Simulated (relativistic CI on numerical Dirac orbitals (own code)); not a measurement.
One change at a time: Ho XII

Base calculation: Dirac-Coulomb-Breit CI, KLI orbitals optimised for each configuration, model QED (radiative potential, 1s self-energy scaled to tabulated hydrogen-like ionisation energies), unscaled Slater integrals.

Configuration list (outside the closed core [Ar] 3d10 4p6 4d10): 4s²4f⁸5s², 4s²4f¹⁰, 4s²4f⁹5s, 4s²4f⁷5s²6s, 4s²4f⁹6s, 4s²4f⁶5s²6s², 4s²4f⁸6s², 4s4f¹⁰5s. The list is cut by size and lacks configurations that can hold low levels.

Variants: (1) P86 correlation estimate; (2) one mean potential for all configurations; (3) only the first 3 configurations. Shifts of the energy above 4s²4f⁸5s² ⁷F6, in cm⁻¹, for the lowest level and the first level of each name with at least 55 % of one term (blank where a level changes its place among those of its configuration and J or its character, or is not in the variant):

| Level | Base | Δ(1) | Δ(2) | Δ(3) |
| --- | --- | --- | --- | --- |
| 4s²4f⁸5s² ⁷F6 | 0.0 | 0.0 | 0.0 | 0.0 |
| 4s²4f⁸5s² ⁷F5 | 2994.1 | 0.0 | +164.0 | 0.0 |
| 4s²4f⁸5s² ⁷F4 | 4860.2 | 0.0 | +200.9 | 0.0 |
| 4s²4f⁸5s² ⁷F3 | 6314.6 | 0.0 | +257.8 | 0.0 |
| 4s²4f⁸5s² ⁷F2 | 7342.6 | 0.0 | +290.9 | 0.0 |
| 4s²4f⁸5s² ⁷F1 | 8022.7 | 0.0 | +317.8 | 0.0 |
| 4s²4f⁸5s² ⁷F0 | 8356.1 | 0.0 | +329.9 | 0.0 |
| 4s²4f⁸5s² ⁵D4 | 29155.1 | -0.9 | -803.5 | +0.6 |
| 4s²4f⁸5s² ⁵L10 | 36786.3 | 0.0 | -719.9 | 0.0 |
| 4s²4f⁸5s² ⁵D3 | 37576.6 | -0.9 | -362.8 | +0.6 |
| 4s²4f⁸5s² ⁵G6 | 38285.4 | -0.9 | -1011.7 | +0.5 |
| 4s²4f⁸5s² ⁵L9 | 39017.9 | 0.0 | -602.4 | 0.0 |
| 4s²4f⁸5s² ⁵G5 | 40167.8 | -0.8 | -813.7 | +0.4 |
| 4s²4f⁸5s² ⁵L8 | 40282.1 | 0.0 | -598.4 | 0.0 |
| 4s²4f⁸5s² ⁵D2 | 40639.4 | -1.2 | -551.1 | +0.8 |
| 4s²4f⁸5s² ⁵L7 | 40861.7 | 0.0 | -678.6 | 0.0 |
| 4s²4f⁸5s² ⁵G4 | 40887.2 | -0.7 | -833.4 | +0.4 |
| 4s²4f⁸5s² ⁵L6 | 41189.1 | -0.1 | -702.0 | +0.1 |
| 4s²4f⁸5s² ⁵G3 | 41858.1 | -0.7 | -738.6 | +0.4 |
| 4s²4f⁸5s² ⁵G2 | 42681.3 | -0.7 | -675.1 | +0.4 |
| 4s²4f⁸5s² ⁵D1 | 44174.6 | -1.1 | -246.6 | +0.7 |
| 4s²4f⁸5s² ⁵D0 | 45106.9 | -1.2 | -338.4 | +0.8 |

At this charge energies of transitions that change n are usually good to better than 1 %, and those within a shell (Δn = 0) to a few per cent. Terms inside the open d or f shell come out 10 to 20 % too wide with unscaled integrals. Levels and lines within the n = 5 or 6 shells can be off by up to 10 % or somewhat more, and those that change n by about 2 %, since core polarisation is missing.

Ionisation energy from the two ground configurations alone: base 203.296 eV; P86 correlation estimate 205.078 eV. The NIST ASD value (theoretical) is 229 eV. The gap of more than 2 % comes from missing correlation, or from a tabulated value that is itself an estimate.

LS names give the leading component of a level, which can be under half, so a name can repeat, a term be missing and a line seem to break the LS rules.
